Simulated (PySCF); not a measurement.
SMILES C1CC1OC1CC1, C₆H₁₀O

Geometry:
```csv
atom,x (Å),y (Å),z (Å)
C1,-2.462,-0.355,-0.048
C2,-1.766,0.609,0.871
C3,-1.143,0.223,-0.441
O4,-0.051,-0.645,-0.476
C5,1.185,0.000,-0.401
C6,2.356,-0.816,0.035
C7,1.823,0.264,0.933
H8,-3.343,-0.030,-0.580
H9,-2.471,-1.395,0.234
H10,-2.163,1.607,0.975
H11,-1.330,0.209,1.772
H12,-1.117,0.977,-1.228
H13,1.330,0.742,-1.186
H14,3.300,-0.665,-0.464
H15,2.159,-1.839,0.313
H16,1.287,-0.044,1.816
H17,2.398,1.169,1.057
```

Computed with GIAO B97-2/6-311G** magnetisability, rotational g tensor and spin-rotation constants, non-relativistic, gas phase in PySCF 2.14.0. Geometry: GFN2-xTB.

Task: Give the nuclear spin-rotation constants along the inertial axes (H = +C I·J) beside the isotropic shieldings.

Result: Rotational constants 7.3303, 1.5739, 1.4371 GHz. A star marks the isotopologue with that one atom substituted, in its own axes.
```csv
atom,isotope,Caa (kHz),Cbb (kHz),Ccc (kHz),mean (kHz),σ (ppm)
H8,1H,-0.147,-0.163,-0.134,-0.148,31.8
H9,1H,-0.816,-0.160,-0.003,-0.326,31.7
H10,1H,-0.693,-0.090,-0.097,-0.293,31.9
H11,1H,-0.703,-0.114,-0.068,-0.295,31.7
H12,1H,-0.747,-0.165,0.061,-0.284,28.9
H13,1H,-0.747,-0.165,0.061,-0.284,28.9
H14,1H,-0.147,-0.163,-0.134,-0.148,31.8
H15,1H,-0.816,-0.160,-0.003,-0.326,31.7
H16,1H,-0.702,-0.115,-0.067,-0.295,31.7
H17,1H,-0.694,-0.089,-0.098,-0.293,31.9
C1,13C*,0.890,0.226,0.132,0.416,183.6
C3,13C*,1.181,0.352,0.287,0.607,133.4
O4,17O*,-0.914,-0.205,-0.086,-0.402,269.3
```
For the geometry as given, no vibrational averaging.
